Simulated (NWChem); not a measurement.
System: Cd

Results from NWChem. def2 effective core potentials on Cd; no spin-orbit coupling.

Q: Estimate the computed values for Hartree-Fock/def2-SVP. Quantities: highest occupied level (eV); orbital gap (eV).

A: The highest occupied level (eV) comes out as -7.64 and the orbital gap (eV) comes out as 9.18.
